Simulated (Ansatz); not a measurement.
Geometry optimisation, RKS PBE-D4/6-31G* (Ansatz 0.2.0).

The input (input.yaml):

```yaml
crystal:
  periodic: [false, false, false]
  atoms:
    - { symbol: B, position_ang: [-0.026942, -0.182609, 0.112082] }
    - { symbol: O, position_ang: [0.007853, -0.496029, 1.47324] }
    - { symbol: H, position_ang: [-0.863608, -0.758606, 1.82978] }
    - { symbol: H, position_ang: [1.010045, 0.114163, -0.412077] }
    - { symbol: O, position_ang: [-1.152753, -0.239299, -0.674747] }
    - { symbol: H, position_ang: [-1.953544, -0.539907, -0.20206] }
    - { symbol: S, position_ang: [-0.388812, 2.80198, 0.876481] }
    - { symbol: H, position_ang: [-1.32384, 2.124234, 0.152887] }
    - { symbol: H, position_ang: [-0.1358, 1.701574, 1.676315] }
basis:
  gaussian: { orbitals: "6-31G*" }
hamiltonian:
  xc: pbe
  dispersion: d4
relax:
  f_tol: 0.03
  max_steps: 50
output:
  orbitals: {}
```

Run as:

```bash
$ ansatz run input.yaml --threads 1 --pin off --max-ram 2048MiB --backend cpu --events-out ev --progress --plain --runs-dir out
```

**Question.** Where does it end, and by what steps?

**Answer.** The forces met the threshold. The force dipped under the threshold on the way, but the program's further checks kept it going. After 24 steps the energy has fallen by 0.230 eV; H4 moved furthest, 1.58 Å.

```csv
step,energy less start (eV),largest force component (eV/Å),accepted
0,0.0000,0.488,yes
1,-0.0686,0.498,yes
2,-0.0516,1.038,no
3,-0.0961,0.167,yes
4,-0.1079,0.177,yes
5,-0.1201,0.358,yes
6,-0.1140,0.929,no
7,-0.1293,0.217,yes
8,-0.1375,0.186,yes
9,-0.1463,0.458,yes
10,-0.1681,0.203,yes
11,-0.1911,0.163,yes
12,-0.2111,0.345,yes
13,-0.1702,1.231,no
14,-0.2206,0.064,yes
15,-0.2251,0.024,yes
16,-0.2254,0.227,yes
17,-0.2256,0.126,yes
18,-0.2288,0.017,yes
19,-0.2291,0.032,yes
20,-0.2293,0.035,yes
21,-0.2296,0.048,yes
22,-0.2297,0.043,yes
23,-0.2298,0.021,yes
24,-0.2298,0.025,yes
```

```xyz
9
Properties=species:S:1:pos:R:3
B 0.083 -0.821 -0.060
O 0.261 -0.665 1.296
H -0.467 -0.137 1.692
H 0.921 -1.439 -0.663
O -0.975 -0.314 -0.780
H -1.594 0.181 -0.201
S -1.556 2.413 1.468
H -1.237 2.793 0.203
H -0.263 2.515 1.875
```

The run took 63 s on 1 thread of Arm Neoverse V1, on a shared host, peak memory 0.14 GiB.
